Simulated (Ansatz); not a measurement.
Harmonic frequencies (cm⁻¹) at PBE0-D4/def2-TZVP from Ansatz: 55, 56, 60, 238, 239, 482, 512, 514, 534, 783, 817, 866, 868, 876, 882, 2145, 2149, 2152, 2155, 2168, 2170.

(1) Which molecule is it?
A. `[GeH3][Te][GeH3]`
B. `C=C[Te][SiH3]`
C. `CC[TeH]`
D. `C[Te]B(O)O`

Answers

(1) A.
